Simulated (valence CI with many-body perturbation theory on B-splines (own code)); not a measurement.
The numbers below are computed, except where a source is named.
## Run record, Ce²⁷⁺

Level of theory: configuration interaction combined with many-body perturbation theory (CI+MBPT): three valence electrons over a frozen Dirac-Fock core [Ar] 3d10, a basis of 6 s, 6 p, 5 d, 3 f, 1 g functions for each j, with the one-electron correlation potential Σ1 (screened to all orders), the two-electron term Σ2, the three-electron term Σ3, Breit, model QED; selected single and double excitations, second order for the rest, scaled by the run's own slope (own B-spline code, finite nucleus).

Command, and the settings that its task file holds:

```sh
python run_cv.py task.json out
```

```
atom Ce  Z=58  mass_number=140  rms_radius_fm=4.8771
core [Ar] 3d10
valence 4s2 4p1
avg = 1
basis = S
breit = 1
cap = 10000
capref = 1200
cscale = 1
de = 0.0
dress = 0
eps = 2e-08
extrap = 1
h = 0.27
hh = 1
l2 = 3
lcore = 6
maxit = 3
n2 = 5
natural = 1
nlev = 20
nno = [3, 3, 3, 2, 1]
nroot = 26
nsp = [3, 3, 2, 1, 0]
pt2 = 1
qed = 1
rpa = 1
s1 = 1
s2 = 1
s3 = 1
screen = 1
tol = 2e-05
whole = 1
```

It took 25 s on 1 thread of Arm Neoverse V1, on a shared host.

Log. The first blocks belong to the next ion, which gives the ionisation energy. Fields: 2J, parity (1 odd), roots, reference size, generating configurations, candidates as configurations/state functions, variational space P, stored matrix elements, Davidson steps; e2 is the range of second-order energies in hartree. The first line gives the box (bohr), its intervals, the orbitals and the steps of their self-consistent field. Window is the range of levels sought, series limit the energy at which the first omitted orbital would enter, core excitation an estimate of the first excitation out of the core, left out the lowest levels not solved, and shifts from estimates the range by which levels moved from their first estimate, all in cm⁻¹.

```
rmax 4.1 intervals 58 orbitals 36 references ['4s2 4p', '4s 4p2', '4s2 4d', '4p3', '4s 4p 4d'] scf 3 t 0.9
2J=0 par=0 roots 2 ref 15 generators 4 cand 90/90 P 105/105 nnz 0 it 0
2J=0 par=0 roots 2 ref 15 generators 7 cand 2/2 P 107/107 nnz 0 it 0
   second order: generators 8 cand 0/0 e2 -0.00000 -0.00000
reference levels 438, estimated 49, window 1521081 1/cm; series limit 4135731, core excitation 6336747
2J=1 par=1 roots 4 ref 33 generators 9 cand 42/65 P 974/1426 nnz 0 it 3
2J=1 par=1 roots 4 ref 33 generators 14 cand 136/215 P 1110/1641 nnz 0 it 3
   second order: generators 20 cand 555/852 e2 -0.00000 -0.00000
2J=3 par=1 roots 6 ref 53 generators 15 cand 51/89 P 1130/2259 nnz 0 it 3
2J=3 par=1 roots 6 ref 53 generators 18 cand 152/365 P 1282/2624 nnz 1.1e+06 it 3
   second order: generators 28 cand 860/1899 e2 -0.00001 -0.00000
2J=1 par=0 roots 4 ref 35 generators 11 cand 138/211 P 886/1303 nnz 0 it 3
2J=1 par=0 roots 4 ref 35 generators 16 cand 170/249 P 1056/1552 nnz 0 it 3
   second order: generators 19 cand 473/738 e2 -0.00000 -0.00000
2J=3 par=0 roots 5 ref 55 generators 12 cand 97/211 P 1053/2122 nnz 0 it 3
2J=3 par=0 roots 5 ref 55 generators 17 cand 192/400 P 1245/2522 nnz 9.9e+05 it 3
   second order: generators 23 cand 766/1766 e2 -0.00001 -0.00000
2J=5 par=0 roots 4 ref 57 generators 10 cand 125/308 P 1060/2238 nnz 0 it 3
2J=5 par=0 roots 4 ref 57 generators 16 cand 182/435 P 1242/2673 nnz 1.1e+06 it 3
   second order: generators 23 cand 809/2201 e2 -0.00001 -0.00000
2J=5 par=1 roots 5 ref 49 generators 9 cand 92/253 P 1250/2777 nnz 1.2e+06 it 3
2J=5 par=1 roots 5 ref 49 generators 18 cand 97/258 P 1347/3035 nnz 1.4e+06 it 3
   second order: generators 24 cand 694/1815 e2 -0.00000 -0.00000
2J=7 par=1 roots 2 ref 36 generators 4 cand 44/107 P 1002/2160 nnz 0 it 3
2J=7 par=1 roots 2 ref 36 generators 13 cand 134/322 P 1136/2482 nnz 0 it 3
   second order: generators 17 cand 549/1532 e2 -0.00000 -0.00000
2J=9 par=1 roots 1 ref 19 generators 1 cand 170/331 P 478/908 nnz 0 it 0
2J=9 par=1 roots 1 ref 19 generators 4 cand 176/378 P 654/1286 nnz 0 it 0
   second order: generators 7 cand 509/1249 e2 -0.00000 -0.00000
left out: unestimated 2219842, estimated 1623455, shifts from estimates -1 to 0
operators 2.1
```

The Davidson iterations stopped at their limit. The settings are bad on purpose, so the numbers may not be properties of the ion.

No measured spectrum was set against this ion. As an estimate, large intervals hold to a few tenths of a per cent, small ones and those within an open d or f shell to about a per cent.

```
Valence energy                            : -115.1318 hartree
Ionisation energy                         : 966.93 eV (NIST: 965 ± 4 eV (theoretical))
Reference configurations for the orbitals : 4s2 4p, 4s 4p2, 4s2 4d, 4p3, 4s 4p 4d
Radial orbitals                           : 36
Box radius                                : 4.093 bohr
Largest variational space                 : 3035
Lowest levels                             : (4s^2 4p1/2) J=1/2 0, (4s^2 4p3/2) J=3/2 209670, (4s 4p1/2^2) J=1/2 470560, (4s 4p1/2 4p3/2) J=3/2 [a] 621420, (4s 4p1/2 4p3/2) J=5/2 663220, (4s 4p1/2 4p3/2) J=3/2 [b] 728610, (4s 4p1/2 4p3/2) J=1/2 757020, (4s 4p3/2^2) J=5/2 857970, (4s 4p3/2^2) J=1/2 967140, (4s 4p3/2^2) J=3/2 971010, (4s^2 4d3/2) J=3/2 1067900, (4s^2 4d5/2) J=5/2 1104100, (4p1/2^2 4p3/2) J=3/2 1219500, (4p1/2 4p3/2^2) J=3/2 1385900 cm⁻¹
```

Levels are named by their leading jj configuration (3d3/2^4 stands for four electrons in 3d with j = 3/2), which in mixed levels can hold well under half, so a name can repeat and another be missing. Letters in brackets count levels of one name in rising energy.
